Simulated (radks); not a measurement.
The numbers below are computed, except where a source is named.
Valence configurations of Ce IV (all share [Xe]). Code: a radial shooting solver on a logarithmic mesh with Libxc functionals. Model: Dirac Kohn-Sham, LDA (Slater exchange, Perdew-Wang correlation), spin-unpolarised, spherical densities, finite nucleus; open shells are shared between the two j in proportion to 2j + 1; Fermi nuclear charge, rms radius 4.8771 fm. Energies are relative to 4f1; eigenvalues in eV.

valence      E (eV)  e(4f5/2)  e(4f7/2)  e(5d3/2)  e(5d5/2)  e(6p1/2)
4f1           0.000   -29.165   -28.820         -         -         -
6p1          16.527         -         -         -         -   -19.335
5d1           7.526         -         -   -25.843   -25.480         -
4f0.5 5d0.5   3.156   -32.410   -32.044   -24.919   -24.577         -
4f0.5 6p0.5   7.266   -34.347   -33.978         -         -   -18.145
6s1          11.599         -         -         -         -         -

NIST lists [Xe] 4f1 as the ground configuration; this level of theory agrees among the configurations tried. The energies are those of spherical spin-averaged densities, not of single terms.
